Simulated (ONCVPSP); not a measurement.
# Zn: one change to an ONCV potential, before and after

Zn (Z = 30), optimised norm-conserving Vanderbilt (ONCV), made with ONCVPSP 4.0.1 (PBE, scalar-relativistic). Core [Ne], reference 3s2 3p6 3d10 4s2. Waves: 3s+4s: rc 1.10 bohr, ncon 4, nbas 9, qcut 13.1 1/bohr, 2 projectors; 3p: rc 0.95 bohr, ncon 4, nbas 7, qcut 14.5 1/bohr, 2 projectors, debl 1.3 Ha; 3d: rc 1.40 bohr, ncon 3, nbas 7, qcut 13.7 1/bohr, 2 projectors, debl 2.3 Ha. Local part: polynomial inside 0.65 bohr (lpopt 3, dvloc0 0 Ha). Core correction: Teter function, fcfact 6, rcfact 1.5.

In the p channel the program set the typed energies aside and used -3.065, 0.250 Ha.

Change: all radii but the core radius scaled by about 1.13 (s 1.24, p 1.08, d 1.58 bohr); local potential polynomial inside 0.74 bohr (lpopt 3, dvloc0 0 Ha).

Cutoffs: the cutoffs (Ha) at which the residual kinetic energy of the hardest occupied pseudo-wave falls to 1 and 0.1 mHa per electron; they do not see the model core or the augmentation charge, which bear on the density cutoff. Errors are all-electron minus pseudo energies relative to the spin-unpolarised reference configuration.

**Question.** Predict the effect on cutoff, ghosts and configuration errors.

**Answer.** The potential gets softer (63 Ha and 71 Ha → 55 Ha and 66 Ha); of the 4 tests that both files solve, the error grows in 3 and shrinks in 0 by more than 15 % and 0.3 meV (median size 3.4 → 4.2 meV); neither file shows a bound ghost. A larger radius leaves more room for a smooth pseudo-wave, so fewer plane waves are needed. More of the atom is replaced by a form fitted at one configuration, so other configurations suffer.

```tsv
quantity	base	changed
cutoff, loose	63 Ha	55 Ha
cutoff, tight	71 Ha	66 Ha
loose cutoff by channel	s 54 Ha, p 49 Ha, d 63 Ha	s 46 Ha, p 55 Ha, d 53 Ha
bound ghosts	none	none
GHOST(+) flags under 300 eV	none	none
error for 3s2 3p6 3d10 4s1, meV [ΔE 9.89 eV]	+0.8	+1.2
error for 3s2 3p6 3d10 4s0, meV [ΔE 28.33 eV]	+6.0	+7.3
error for 3s2 3p6 3d9 4s0, meV [ΔE 68.86 eV]	+6.5	+18
error for 3s2 3p6 3d10 4s1.5, meV [ΔE 3.94 eV]	+0.1	+0.1
rms error of d²Exc/dni dnj with the model core, mHa	2.21	2.27
```
